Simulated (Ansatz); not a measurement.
Computed with Ansatz on PBE0-D4/def2-TZVP structures; ΔE is electronic, products minus reactants. CCSD(T)/CBS is the MP2 limit (def2-TZVPP, def2-QZVPP) plus CCSD(T) − MP2 in def2-TZVPP, frozen cores. This one scheme is used for every species. DFT in def2-TZVPP. One conformer a species, not always the lowest.

Consider the hydrogenolysis of the Si–C bond: `OC[SiH](O)S` + H₂ → `O[SiH2]S` + CH₃OH.

`OC[SiH](O)S`:

Z-matrix (Å, degrees):
```
C
Si 1 1.881
O 1 1.427 2 108.6
H 1 1.094 2 109.6 3 -115.9
H 1 1.098 2 113.2 3 125.0
S 2 2.150 1 102.5 3 -65.9
O 2 1.640 1 110.4 3 53.1
H 2 1.480 1 115.3 3 172.6
H 3 0.963 1 107.9 2 60.3
H 6 1.343 2 94.5 1 157.9
H 7 0.961 2 114.9 1 -40.6
```

H₂:

```xyz
2

H    -0.353   -0.001    0.120
H     0.353    0.001   -0.120
```

`O[SiH2]S`:

Cartesian coordinates in Å:
```
O -1.338 -0.268 0.631
Si -0.184 -0.004 -0.508
S 1.800 -0.013 0.275
H -1.226 -1.033 1.199
H -0.141 -1.074 -1.536
H -0.534 1.307 -1.093
H 1.623 1.084 1.032
```

CH₃OH:

Cartesian coordinates in Å:
```
C -0.187 -0.030 -0.302
O 0.074 -0.140 1.079
H -1.191 -0.421 -0.469
H 0.513 -0.618 -0.908
H -0.164 1.010 -0.650
H 0.956 0.197 1.250
```

```tsv
level	ΔE (kJ/mol)
ωB97X-V	-28.1
SCS-MP2/def2-TZVPP	-33.1
CCSD/def2-TZVPP	-35.9
CCSD/CBS(def2)	-33.7
```

(1) What does CCSD(T)/CBS give? (Estimate.)

Largest T1 diagnostic among the species: 0.011.

Answers

(1) The calculation gave: -27.4 kJ/mol. The listed levels differ from it by -0.7, -5.7, -8.5, -6.3 kJ/mol.

In def2-TZVPP, CCSD(T) changes the Hartree–Fock value by +32.3 kJ/mol (the triples alone add +6.3 kJ/mol) and MP2 by +36.8 kJ/mol. The D4 term adds +14.1 kJ/mol with B3LYP and +7.7 kJ/mol with PBE0; it sums over pairs of atoms, weighted by their polarisabilities, and B3LYP, whose exchange is more repulsive, gets the larger term.

B3LYP here is the variant with VWN-RPA as its local correlation; programs differ in this.
